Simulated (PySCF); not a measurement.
# Excitation energies in several basis sets

Compound: C3BCl2F3.
InChI=1S/C3BCl2F3/c5-4(6)2-1-3(7,8)9

TDDFT with PBE0 (PySCF), vertical singlets, core orbitals frozen in the response, spherical d and f functions. Isolated species at its PBE0-D3(BJ)/def2-SVP geometry, gas phase.

```
      basis  functions  diffuse  S1 (eV)  S2 (eV)  S3 (eV)  S4 (eV)  S5 (eV)  LUMO (eV)  α (au)
     6-31G*        134       no     4.47     5.39     5.45     5.67     6.26      -2.76    63.1
   def2-SVP        134       no     4.59     5.39     5.56     5.66     6.26      -2.76    60.5
    6-31+G*        170      yes     4.50     5.33     5.45     5.61     6.15      -3.00    73.3
  def2-SVPD        203      yes     4.51     5.32     5.46     5.60     6.14      -3.04    81.1
aug-cc-pVDZ        215      yes     4.50     5.34     5.45     5.62     6.14      -2.96    81.0
  def2-TZVP        291       no     4.51     5.33     5.45     5.61     6.15      -2.91    74.9
```

Problem. How much do these states and the polarisability depend on the basis?

Solution. States are compared by their number. Against the largest diffuse basis here (aug-cc-pVDZ, itself not a converged limit), sets without diffuse functions differ by up to 0.09 eV in S1 and 0.12 eV in S5; the smaller diffuse sets differ by up to 0.00 and 0.01 eV. State by state, the largest deviation of a set without diffuse functions is S1 0.09, S2 0.06, S3 0.11, S4 0.06, S5 0.12 eV. The same number needn't mean the same state in each row. Against aug-cc-pVDZ the polarisability deviates by -22% in 6-31G*, -25% in def2-SVP, -9% in 6-31+G*, 0% in def2-SVPD, -8% in def2-TZVP.
